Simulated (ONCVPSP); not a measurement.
Transferability test, ONCV potential for Ar (Z = 18)

argon, optimised norm-conserving Vanderbilt (ONCV), made with ONCVPSP 4.0.1 (PBEsol, scalar-relativistic). Core [He], reference 2s2 2p6 3s2 3p6. Waves: 2s+3s: rc 0.75 bohr, ncon 3, nbas 6, qcut 12.7 1/bohr, 2 projectors; 2p+3p: rc 0.70 bohr, ncon 3, nbas 6, qcut 19.4 1/bohr, 2 projectors. Local part: polynomial inside 0.60 bohr (lpopt 3, dvloc0 0 Ha). Core correction: Teter function fitted to the true core (icmod 2), fcfact 0.3.

Energies are relative to the spin-unpolarised reference configuration 2s2 2p6 3s2 3p6; without spin polarisation the order of configurations can differ from experiment.

| valence configuration | charge | ΔE all-electron (eV) | error AE − PS (meV) |
| --- | --- | --- | --- |
| 2s2 2p6 3s2 3p5 | +1 | 16.014 | +1.1 |
| 2s2 2p6 3s2 3p4 | +2 | 44.618 | +4.2 |
| 2s2 2p6 3s2 3p5.5 | +0.5 | 6.526 | +0.4 |

Problem. What are ΔE and the potential's error for 2s2 2p6 3s2 3p3?

Solution. ΔE = 87.140 eV all-electron; the error (AE − PS) is +13 meV.

Levels in the configuration 2s2 2p6 3s2 3p4:

```tsv
level	all-electron (eV)	pseudo (eV)
2s	-326.433	-326.421
2p	-259.742	-259.637
3s	-50.442	-50.440
3p	-35.363	-35.355
```
